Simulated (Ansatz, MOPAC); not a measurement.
Diatomic MnH, multiplicity 7 (the spin of the measured ground state). No spin–orbit coupling. Mn is treated without relativity.

The constants come from a fifth-degree fit in 1/R (seven points, main isotopes). Runs in def2 and cc sets follow the lowest solution found near the PBE0 minimum.

Correlated levels freeze the inner cores; with def2 sets outer-core shells near the valence are correlated too. CBS(a, b) extrapolates the correlation energy as X⁻³ and adds the Hartree–Fock energy of set b. The state that PM7 reach isn't checked; PM7 holds dispersion and hydrogen-bond terms.

Programs: Ansatz (Gaussian orbitals); MOPAC for PM7 (differences of heats of formation). Values without a source in brackets are computed.

D_e counts from each atom's lowest state at the same level, without counterpoise or zero-point energy.

| level | r_e (Å) | ω_e (cm⁻¹) | ω_e x_e (cm⁻¹) | D_e (eV) | dipole (D) |
|---|---|---|---|---|---|
| PM7 | 1.787 | 1371 | 130 | - | - |
| r2SCAN/def2-TZVPP | 1.714 | 1562 | 26 | 2.16 | 1.16 |
| B3LYP/def2-TZVPP | 1.735 | [?] | 29 | 1.68 | 1.20 |
| wB97X-V/def2-TZVPP | 1.726 | 1573 | 24 | 1.78 | 1.15 |
| B2PLYP/def2-TZVPP | 1.732 | 1535 | 27 | - | - |
| CCSD(T)/def2-TZVPP | 1.730 | 1544 | 26 | 1.65 | - |
| CCSD(T)/def2-QZVPP | 1.716 | 1615 | 37 | 1.74 | - |
| CCSD(T)/CBS(def2-TZVPP, def2-QZVPP) | [?] | [?] | 45 | - | - |

Question: Complete the blanks.

Answer: 
- CCSD(T)/CBS(def2-TZVPP, def2-QZVPP), r_e (Å): 1.706
- CCSD(T)/CBS(def2-TZVPP, def2-QZVPP), ω_e (cm⁻¹): 1670
- B3LYP/def2-TZVPP, ω_e (cm⁻¹): 1505

Measured for the ground state: r_e 1.7311 Å, ω_e 1548 cm-1, ω_e x_e 28.8 cm-1, B_e 5.6841 cm-1, α_e 0.157 cm-1 [Huber and Herzberg (1979), NIST Chemistry WebBook]. D_0 2.563 ± 0.052 eV (a handbook's tabulated 298 K bond energy less 3RT/2; such tables hold older values) [Luo, bond dissociation energies, CRC Handbook].

Ansatz is an electronic-structure program.
